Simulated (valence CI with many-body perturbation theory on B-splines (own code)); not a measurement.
**Os27+: calculated level list**

Calculated by valence CI with perturbative core correlation (CI+MBPT): three valence electrons over a frozen Dirac-Fock core [Kr] 4d10, radial functions for each j: 7 s, 7 p, 7 d, 7 f, 4 g, 2 h, with the one-electron correlation potential Σ1, the two-electron term Σ2, the three-electron term Σ3, Breit, model QED; selected CI, second order for the rest, scaled by the run's own slope (own B-spline code, finite nucleus).

No measured spectrum was set against this ion. As an estimate, large intervals hold to a few tenths of a per cent, small ones and those within an open d or f shell to about a per cent. Excitations out of the core, of the other parity, are not computed and may begin above about 171 eV (a cautious bound); beyond it only levels of the ground parity were kept, without lifetimes.

Levels 1 to 45 of 134, with energies above the lowest level, 4f³ ⁴I°_9/2. "Leading %" is the weight of the configuration and term that name the level; weights of strongly mixed levels are sums over their largest components and can fall short. Lifetimes count E1, E2, E3, M1 and M2 decay at the calculated energies, and are blank where another channel may lead or the interval is too uncertain; long ones can be off by a factor of two.

```
No.  Configuration  Term     J  E (eV)  Leading %      g  Lifetime
  1            4f³   ⁴I°   9/2    0.00         80  0.765          
  2            4f³   ⁴I°  11/2    3.13         94  0.970   1.69 ms
  3            4f³   ⁴F°   3/2    4.66         58  0.648          
  4            4f³   ⁴I°  13/2    5.65         89  1.087   2.90 ms
  5            4f³   ²H°   9/2    6.23         34  1.010   1.43 ms
  6            4f³   ⁴F°   5/2    6.73         59  0.928   11.8 ms
  7            4f³   ⁴S°   3/2    7.64         58  1.552   5.30 ms
  8            4f³   ⁴I°  15/2    7.73         73  1.157   8.04 ms
  9            4f³   ⁴F°   7/2    7.74         46  1.056   9.48 ms
 10            4f³   ⁴G°   5/2    7.77         63  0.737   6.76 ms
 11            4f³   ⁴G°   7/2    9.26         68  1.047   3.15 ms
 12            4f³   ⁴F°   9/2   10.13         60  1.177   1.52 ms
 13            4f³   ²K°  13/2   10.18         84  0.956    920 μs
 14            4f³   ²H°  11/2   10.33         63  1.113   1.70 ms
 15            4f³   ²D°   3/2   11.12         30  1.147   1.31 ms
 16            4f³   ²P°   1/2   11.37         59  0.386   1.95 ms
 17            4f³   ²G°   7/2   11.59         51  1.008   1.15 ms
 18            4f³   ⁴G°   9/2   11.77         80  1.119   1.31 ms
 19            4f³   ²L°  15/2   11.97         47  1.034   1.23 ms
 20            4f³   ²D°   5/2   12.08         43  1.195   1.92 ms
 21            4f³   ²H°  11/2   12.95         63  1.062   3.11 ms
 22            4f³   ²D°   3/2   13.28         39  1.112   1.74 ms
 23            4f³   ²D°   5/2   13.80         75  1.199   1.15 ms
 24            4f³   ⁴G°  11/2   14.48         52  1.111   1.49 ms
 25            4f³   ²H°   9/2   14.65         40  1.079    911 μs
 26            4f³   ⁴D°   1/2   15.18         59  0.271   2.04 ms
 27            4f³   ²I°  13/2   15.90         94  1.065   2.04 ms
 28            4f³   ⁴D°   7/2   15.98         91  1.396   2.12 ms
 29            4f³   ²D°   3/2   16.02         46  1.041    601 μs
 30            4f³   ²L°  15/2   16.22         50  1.008    736 μs
 31            4f³   ²L°  17/2   16.40        100  1.056   2.37 ms
 32            4f³   ²H°   9/2   16.61         57  1.009    821 μs
 33            4f³   ²F°   5/2   17.66         51  1.039    424 μs
 34            4f³   ²D°   3/2   18.76         56  1.015    591 μs
 35            4f³   ²H°  11/2   19.18         64  1.072    610 μs
 36            4f³   ²F°   7/2   20.72         84  1.139    612 μs
 37            4f³   ²D°   5/2   21.24         58  1.108    460 μs
 38            4f³   ²G°   9/2   21.97         91  1.092   1.09 ms
 39            4f³   ²G°   7/2   22.38         85  0.925   1.49 ms
 40            4f³   ²F°   7/2   30.05         88  1.123    256 μs
 41            4f³   ²F°   5/2   30.84         99  0.857    424 μs
 42          4f²5s    ⁴H   7/2  138.25         89  0.689   3.88 μs
 43          4f²5s    ⁴H   9/2  138.96         53  0.970   2.53 μs
 44          4f²5s    ⁴F   3/2  140.73         86  0.454   1.10 μs
 45          4f²5s    ⁴F   5/2  141.33         59  1.013   1.12 μs
```

Names give the largest LS component (configuration and term), which can be under half, so a name can repeat, a term be missing and a line seem to break the LS rules; names also repeat where a configuration has a term twice.

Where two levels of one J and parity lie close, their mixing, g and order are uncertain.

The ionisation energy to 4f² ³H4 of the next ion comes out as 898.16 eV (NIST: 920 ± 50 eV (theoretical)). All 134 levels together are meant to be complete up to 170.76 eV.
